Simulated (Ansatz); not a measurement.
Consider the homolysis of the In–O bond: `C[O][In]([OH])[O][SiH3]` → `[OH][In][O][SiH3]`• + `C[O]`•.

Gas-phase electronic energies from Ansatz, PBE0-D4/def2-TZVP geometries. CBS: MP2 limit from def2 TZ/QZ plus the TZ coupled-cluster correction, frozen cores. DFT in def2-TZVPP. B3LYP here is the variant with VWN-RPA as its local correlation; programs differ in this. HSE06 is defined as in plane-wave codes. No spin–orbit coupling; open shells (•) take unrestricted orbitals. Elements past krypton have def2 core potentials. For In outer-core shells are correlated without core-valence functions, which leaves a few kJ/mol of doubt a bond. One conformer a species, not always the lowest.

```json
{"level": "PBE0-D4", "ΔE (kcal/mol)": "65.7", "difference from CCSD(T)/CBS": "-10.9"}
{"level": "B3LYP-D4", "ΔE (kcal/mol)": "63.7", "difference from CCSD(T)/CBS": "-12.9"}
{"level": "PBE", "ΔE (kcal/mol)": "63.3", "difference from CCSD(T)/CBS": "-13.3"}
{"level": "r2SCAN", "ΔE (kcal/mol)": "63.3", "difference from CCSD(T)/CBS": "-13.3"}
{"level": "PBE0", "ΔE (kcal/mol)": "63.9", "difference from CCSD(T)/CBS": "-12.7"}
{"level": "HSE06", "ΔE (kcal/mol)": "63.9", "difference from CCSD(T)/CBS": "-12.7"}
{"level": "MP2/def2-SVP", "ΔE (kcal/mol)": "76.3", "difference from CCSD(T)/CBS": "-0.3"}
{"level": "CCSD/def2-SVP", "ΔE (kcal/mol)": "67.2", "difference from CCSD(T)/CBS": "-9.4"}
{"level": "CCSD(T)/def2-SVP", "ΔE (kcal/mol)": "68.6", "difference from CCSD(T)/CBS": "-8.0"}
{"level": "HF/def2-TZVPP", "ΔE (kcal/mol)": "39.5", "difference from CCSD(T)/CBS": "-37.1"}
{"level": "CCSD(T)/CBS", "ΔE (kcal/mol)": "76.6", "difference from CCSD(T)/CBS": "0"}
```

Largest T1 diagnostic among the species: 0.020.

The D4 term adds +3.1 kcal/mol with B3LYP and +1.8 kcal/mol with PBE0; it sums over pairs of atoms, weighted by their polarisabilities, and B3LYP, whose exchange is more repulsive, gets the larger term. Leaving LDA and LC-ωPBE aside and taking each functional with its dispersion term where it has one, the values, not all of them listed here, spread over 9.7 kcal/mol, from BLYP-D4 to ωB97X-V. LDA lies +15.1 kcal/mol from PBE without D4, its usual overbinding. From r2SCAN to r2SCAN0 (25 % exact exchange), in def2-TZVPP and without D4, ΔE moves by −1.1 kcal/mol: exact exchange takes away binding that semilocal exchange gives to molecules.
